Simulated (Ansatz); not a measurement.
Born–Oppenheimer molecular dynamics of CH10Al2Si3 (16 atoms, charge 0, multiplicity 1). It starts at the highest image of a converged band, a first-order saddle point between two minima.

Level of theory: UHF/STO-3G (Ansatz 0.2.0).

* ensemble: NVE (velocity Verlet)
* time step: 0.5 fs
* steps asked: 200
* starting velocities drawn for: 100 K
* seed: 12345

First frame:

```xyz
16
Properties=species:S:1:pos:R:3
C -0.489 -1.593 2.682
Al -0.177 -0.598 1.088
Si 1.355 -1.291 -0.538
Al 1.470 0.347 -2.208
Si -0.573 1.389 -1.932
Si -1.180 1.279 0.245
H -0.449 -2.663 2.520
H 0.265 -1.368 3.428
H -1.448 -1.375 3.134
H 2.463 0.909 -1.220
H 2.377 -2.181 -0.050
H 1.966 -0.084 -3.532
H -0.638 2.758 -2.333
H -1.646 0.770 -2.647
H -0.725 2.425 0.966
H -2.594 1.252 0.440
```

Task: How far do the bonds stretch over the last three quarters of this one trajectory? (Pairs bonded in most of those frames.)

Result: 
| bond | mean (Å) | spread (Å) | shortest | longest |
| --- | --- | --- | --- | --- |
| C1–Al2 | 1.910 | 0.019 | 1.88 | 1.96 |
| C1–H7 | 1.084 | 0.016 | 1.06 | 1.11 |
| C1–H8 | 1.086 | 0.014 | 1.06 | 1.11 |
| C1–H9 | 1.084 | 0.005 | 1.07 | 1.09 |
| Al2–Si3 | 2.307 | 0.083 | 2.17 | 2.45 |
| Al2–Si6 | 2.300 | 0.042 | 2.23 | 2.37 |
| Si3–Al4 | 2.282 | 0.062 | 2.18 | 2.38 |
| Si3–H10 | 1.524 | 0.171 | 1.32 | 2.12 |
| Si3–H11 | 1.443 | 0.013 | 1.42 | 1.47 |
| Al4–Si5 | 2.310 | 0.051 | 2.24 | 2.39 |
| Al4–H12 | 1.490 | 0.020 | 1.46 | 1.53 |
| Si5–Si6 | 2.253 | 0.035 | 2.20 | 2.31 |
| Si5–H13 | 1.428 | 0.006 | 1.42 | 1.44 |
| Si5–H14 | 1.429 | 0.005 | 1.42 | 1.44 |
| Si6–H15 | 1.430 | 0.010 | 1.41 | 1.45 |
| Si6–H16 | 1.428 | 0.007 | 1.42 | 1.44 |

Mean temperature of the second half: 674 K. The conserved energy stayed within 0.16 meV per atom of its start (net change -0.0028 meV per atom), so the integration is sound. The system heated up, since it started high on the potential surface and ran downhill. A run of 0.1 ps of so small a system gives no equilibrium averages. The orbitals stay closed-shell, which can raise the energy where a bond breaks towards radicals; this wasn't checked here. Limits of this set-up: minimal basis.

Time of the run: 7.5 min on 1 thread of Intel(R) Xeon(R) Platinum 8375C CPU @ 2.90GHz (Ice Lake), with other jobs on the host, peak memory 0.21 GiB.
